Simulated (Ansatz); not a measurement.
C$_{3}$H$_{6}$OSSi, SMILES `C=C([SiH3])OC=S`. The species carries charge 0 and has multiplicity 1. Geometry: relaxed with PBE0-D4/def2-TZVP. It is one conformer, not always the lowest.

```xyz
12

C     0.849   -1.211    0.083
C     0.204   -0.080   -0.180
Si   -0.666    0.317   -1.797
O     0.152    0.966    0.732
C    -0.007    0.697    2.030
S     0.159    1.793    3.192
H     0.869   -2.000   -0.658
H     1.386   -1.381    1.010
H    -0.057    1.527   -2.403
H    -2.104    0.570   -1.535
H    -0.496   -0.854   -2.691
H    -0.289   -0.343    2.217
```

Problem. What is the dipole moment at B3LYP/def2-TZVPP? (Estimate.)

Solution. Ansatz gave: 3.44 D, with components (-0.09, -2.70, -2.13) D in this frame, pointing from negative to positive charge.

Problem. And with PBE, r2SCAN, ωB97M-V? (Estimate.)

Solution. The calculation gave: PBE 3.34 D, r2SCAN 3.50 D, ωB97M-V 3.43 D.

Problem. Give the Mulliken charges with B3LYP, ωB97M-V, PBE in def2-TZVPP. (An estimate is asked.)

Solution. Computed: 
| atom | B3LYP | ωB97M-V | PBE |
| --- | --- | --- | --- |
| C1 | -0.23 | -0.21 | -0.21 |
| C2 | 0.05 | 0.00 | 0.05 |
| Si3 | 0.30 | 0.21 | 0.23 |
| O4 | -0.18 | -0.18 | -0.10 |
| C5 | 0.08 | 0.03 | 0.06 |
| S6 | -0.20 | -0.16 | -0.20 |
| H7 | 0.11 | 0.10 | 0.10 |
| H8 | 0.12 | 0.12 | 0.11 |
| H9 | -0.05 | -0.01 | -0.03 |
| H10 | -0.05 | -0.01 | -0.04 |
| H11 | -0.06 | -0.02 | -0.05 |
| H12 | 0.12 | 0.13 | 0.10 |

B3LYP here is the variant with VWN-RPA as its local correlation; programs differ in this.
